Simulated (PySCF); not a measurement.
C3H8O2Si, SMILES C1[SiH](CO1)CO.

The structure is a stationary point at r2SCAN-D4/def2-SVP. The structure was generated by enumeration, and PubChem lists no compound with its InChIKey, so it may never have been made. The values are those of a single conformer.

Two levels are set side by side: TDA-PBE/def2-SVPD (PySCF) and TDA-ωB97X/def2-SVPD (PySCF). Vertical, same geometry. The lowest singlet is HOMO→LUMO 99 % with PBE and HOMO→LUMO 50 %, HOMO−1→LUMO 30 % with the other functional; states are paired by order. Differences are taken from unrounded values.

| quantity | TDA-PBE |
|---|---|
| lowest singlet excitation (eV) | 4.87 |
| lowest triplet excitation (TDA) (eV) | 4.74 |

These are the TDA-PBE values. What does TDA-ωB97X give? (Estimate from the structure and the level; the computed values follow.)


```
quantity                              TDA-ωB97X  TDA-PBE minus TDA-ωB97X
------------------------------------  ---------  -----------------------
lowest singlet excitation (eV)             6.59                    -1.72
lowest triplet excitation (TDA) (eV)       6.19                    -1.45
```

Functionals without exact exchange tend to place singlet excitations lower, as here. Differences between two approximate levels are no errors against the true value.

Rough cost on one machine, each run with all the roots and properties that it gave: TDA-ωB97X against TDA-PBE about 5 times.
